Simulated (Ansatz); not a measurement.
Consider the formal exchange of groups at the Si–O bond: `CO[SiH2]S` + `CF` → `FC[SiH2]S` + CH₃OH.

Isolated molecules relaxed with PBE0-D4/def2-TZVP in Ansatz; ΔE leaves out vibrations. CCSD(T)/CBS is the MP2 limit (def2-TZVPP, def2-QZVPP) plus CCSD(T) − MP2 in def2-TZVPP, frozen cores. This one scheme is used for every species. Functionals use def2-TZVPP. One conformer a species, not always the lowest.

(1) Is it downhill or uphill in electronic energy at CCSD(T)/CBS, and by how much? (Estimate.)

(2) What do these levels give: BLYP-D4, PBE, PBE0, RPA@PBE/def2-TZVPP, SCS-MP2/def2-TZVPP, HF/CBS(def2)? (An estimate is asked.)

(3) What do rigid-rotor, harmonic-oscillator terms from PBE0-D4/def2-TZVP frequencies (298.15 K, 1 bar) make of the CCSD(T)/CBS value? (An estimate is asked.)

Largest T1 diagnostic among the species: 0.011.

Results:

(1) The calculation gave: Uphill: ΔE = +1.18 eV.

(2) Computed: BLYP-D4 1.14, PBE 1.03, PBE0 1.09, RPA@PBE/def2-TZVPP 1.17, SCS-MP2/def2-TZVPP 1.25, HF/CBS(def2) 1.36 eV.

(3) Ansatz gave: ΔZPE = -0.02 eV, ΔH = +1.16 eV, ΔS = 2 J/(mol·K), ΔG = +1.15 eV.

In def2-TZVPP, CCSD(T) changes the Hartree–Fock value by −0.15 eV (the triples alone add −0.02 eV) and MP2 by −0.11 eV. From PBE to PBE0 (25 % exact exchange), in def2-TZVPP and without D4, ΔE moves by +0.05 eV. Leaving LDA and LC-ωPBE aside and taking each functional with its dispersion term where it has one, the values, not all of them listed here, spread over 0.22 eV, from revPBE-D4 to BHLYP-D4.
